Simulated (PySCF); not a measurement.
Electron correlation in Pb+ (lead, charge +1)

[Xe] 4f14 5d10 6s1 6p2, high-spin 4P determinant (an excited configuration). All numbers are calculated (PySCF 2.14, the spin-free X2C one-electron Hamiltonian (Gaussian nucleus), in x2c-TZVPPall with one added diffuse shell each of s, p, d, f type (12s8p7d4f, 99 functions)). Frozen: [Kr] 4d10 4f14; 21 electrons correlated.

```csv
level,correlation energy (mhartree)
CCSD,-393.47
(T),-6.62
CCSD(T),-400.09
```

Diagnostics: T1 = 0.0067, D1 = 0.0254, largest double amplitude 0.025.

Spin-orbit coupling is strong in this species (close to jj coupling), so the high-spin LS determinant is a model state, not a physical level.

Cost of the coupled-cluster step: of the order of 90 core-seconds, for 21 correlated electrons.

Iterations:

```
CC2 = 0
CCSD nocc = (np.int64(12), np.int64(9)), nmo = (69, 69)
frozen orbitals [[0, 1, 2, 3, 4, 5, 6, 7, 8, 9, 10, 11, 12, 13, 14, 15, 16, 17, 18, 19, 20, 21, 22, 24, 25, 26, 27, 28, 29, 30], [0, 1, 2, 3, 4, 5, 6, 7, 8, 9, 10, 11, 12, 13, 14, 15, 16, 17, 18, 19, 20, 21, 22, 24, 25, 26, 27, 28, 29, 30]]
max_cycle = 100
direct = 0
conv_tol = 1e-08
conv_tol_normt = 1e-06
diis_space = 8
diis_start_cycle = 0
Init t2, MP2 energy = -0.413881431477257
Init E_corr(UCCSD) = -0.413881431478105
cycle = 1  E_corr(UCCSD) = -0.384847055868183  dE = 0.0290343756  norm(t1,t2) = 0.0513293
cycle = 2  E_corr(UCCSD) = -0.393237513953611  dE = -0.00839045809  norm(t1,t2) = 0.0127809
cycle = 3  E_corr(UCCSD) = -0.392901264785265  dE = 0.000336249168  norm(t1,t2) = 0.00520347
cycle = 4  E_corr(UCCSD) = -0.393482526514715  dE = -0.000581261729  norm(t1,t2) = 0.00214108
cycle = 5  E_corr(UCCSD) = -0.393490349808472  dE = -7.82329376e-06  norm(t1,t2) = 0.000522594
cycle = 6  E_corr(UCCSD) = -0.393466167792426  dE = 2.4182016e-05  norm(t1,t2) = 0.000112971
cycle = 7  E_corr(UCCSD) = -0.393471088772265  dE = -4.92097984e-06  norm(t1,t2) = 2.38511e-05
cycle = 8  E_corr(UCCSD) = -0.393471343977594  dE = -2.55205329e-07  norm(t1,t2) = 3.12722e-06
cycle = 9  E_corr(UCCSD) = -0.393471182566744  dE = 1.61410851e-07  norm(t1,t2) = 8.72261e-07
cycle = 10  E_corr(UCCSD) = -0.393471188450598  dE = -5.8838544e-09  norm(t1,t2) = 3.05366e-07
UCCSD converged
E(UCCSD) = -20879.80473453552  E_corr = -0.3934711884505981
UCCSD(T) correction = -0.00661728438618981
```

This basis was not built for core-valence correlation, so the inner-shell part is incomplete.

Spin-orbit coupling is strong in this species, so the high-spin LS determinant is a model state.
